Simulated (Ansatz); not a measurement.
CH$_{7}$BOSSi, SMILES `CSBO[SiH3]` at its PBE0-D4/def2-TZVP geometry, where that method's forces vanish. Charge 0, multiplicity 1.

```xyz
12

C     1.2848   -0.1342   -2.2523
S     1.0258    0.1205   -0.4810
B    -0.7343   -0.1968   -0.2866
O    -1.3294   -0.1036    0.9235
Si   -0.8209    0.2628    2.4543
H     0.3480   -0.4286   -2.7232
H     1.6445    0.7910   -2.7005
H     2.0279   -0.9173   -2.3964
H    -1.3869   -0.4951   -1.2468
H    -0.2112    1.6160    2.4764
H    -2.0200    0.2276    3.3221
H     0.1717   -0.7422    2.9104
```

Problem. What forces (eV/Å) does B3LYP-D4/def2-TZVPP give on these atoms in Ansatz? (Estimate.)

Solution. Computed: 
```
C1   0.060 -0.047 -0.320
S2   0.074  0.058  0.251
B3  -0.173 -0.064 -0.186
O4  -0.037 -0.009 -0.003
Si5  0.015  0.042  0.228
H6   0.081  0.020  0.004
H7  -0.017 -0.065  0.006
H8  -0.044  0.051 -0.015
H9   0.063  0.030  0.107
H10 -0.039 -0.091  0.002
H11  0.082  0.004 -0.048
H12 -0.064  0.070 -0.027
```

B3LYP here is the variant with VWN-RPA as its local correlation; programs differ in this.
